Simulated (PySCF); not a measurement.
Trend along the fifth-period p block: MI molecules

PBE0 with double-zeta basis sets in PySCF, for the lowest determinant that a PBE0 search found; no spin–orbit coupling. De refers to high-spin ground-configuration atoms. A positive dipole means M(−)I(+).

| M | basis | state (unpaired electrons) | Re (Å) | ωe (cm⁻¹) | De (eV) | μ (D) |
| --- | --- | --- | --- | --- | --- | --- |
| In | def2-SVP | singlet (closed shell) | 2.791 | 176 | 3.64 | -3.62 |
| Sn | def2-SVP | doublet (π ↑) | 2.735 | 197 | 3.03 | -2.42 |
| Sb | def2-SVP | triplet (π ↑↑) | 2.704 | 209 | 2.33 | -1.67 |
| Te | cc-pVDZ-PP | doublet (π ↑) | 2.674 | 219 | 2.09 | -0.51 |

The shortest bond is that of TeI (2.674 Å), the longest that of InI (2.791 Å). InI is bound most strongly (3.64 eV) and TeI least (2.09 eV).

The rows differ in basis set, which adds steps of its own.

The state changes along the series, so neighbouring rows are not always alike in their bonding.

These are scalar-relativistic numbers at best; spin–orbit coupling would shift them, the dissociation energy most. States were picked by a PBE0 search and need not be the measured ground states.
